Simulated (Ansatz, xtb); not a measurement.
**B2H2O2: which of two conformers lies lower**

We compare X, `O=BBO`, a singlet, with Y, `O=BBO`, a singlet. Both are isolated molecules in the gas phase, relaxed with PBE0-D4/def2-TZVP.

X (Å):

| atom | x (Å) | y (Å) | z (Å) |
| --- | --- | --- | --- |
| B | -1.4213 | -1.1126 | 0.2951 |
| B | -0.0667 | -1.0873 | -0.7222 |
| O | -2.3752 | -1.1281 | 1.0269 |
| O | 1.1719 | -0.8619 | -0.2514 |
| H | -0.1706 | -1.2704 | -1.8978 |
| H | 1.2340 | -0.7170 | 0.6970 |

Y (Å):

```yaml
atoms:
  - { symbol: B, position_ang: [-1.6743, -0.9571, 0.0355] }
  - { symbol: B, position_ang: [-0.0449, -1.0375, -0.4047] }
  - { symbol: O, position_ang: [-2.8458, -0.8963, 0.2986] }
  - { symbol: O, position_ang: [0.8635, -1.1505, 0.5790] }
  - { symbol: H, position_ang: [0.2900, -0.9950, -1.5554] }
  - { symbol: H, position_ang: [1.7722, -1.1914, 0.2662] }
```

Q: Estimate E(Y) − E(X) at the level CCSD(T)/def2-TZVPP.

A: Too close to call at this level: CCSD(T)/def2-TZVPP gives E(Y) − E(X) = −0.46 kcal/mol.

How the difference moves with the method:

```
             level           geometry  E(Y) − E(X) (kcal/mol)  departure from the last row (kcal/mol)  job, with rough time for the two
 PBE0-D4/def2-TZVP  PBE0-D4/def2-TZVP                     −0.42                                   +0.04                optimisation, 31 s
     HF/def2-TZVPP  PBE0-D4/def2-TZVP                     −0.90                                   −0.44           part of the CCSD(T) run
    MP2/def2-TZVPP  PBE0-D4/def2-TZVP                     −0.40                                   +0.06           part of the CCSD(T) run
CCSD(T)/def2-TZVPP  PBE0-D4/def2-TZVP                     −0.46                                                        single point, 58 s
```

The largest departure from CCSD(T)/def2-TZVPP is that of HF/def2-TZVPP, 0.44 kcal/mol. Levels run at GFN2-xTB geometries aren't shown.

With harmonic frequencies from PBE0-D4/def2-TZVP (ideal gas, rigid rotor, one conformer each, 298.15 K, 1 atm): the zero-point term adds −0.04 kcal/mol; ΔH is −0.51 and ΔG −0.45 kcal/mol.

The correlated steps freeze 4 core orbitals. Run with Ansatz 0.2.0; the last row on 2 threads of Intel(R) Xeon(R) Processor @ 2.50GHz (Skylake/Cascade Lake) on a shared host.
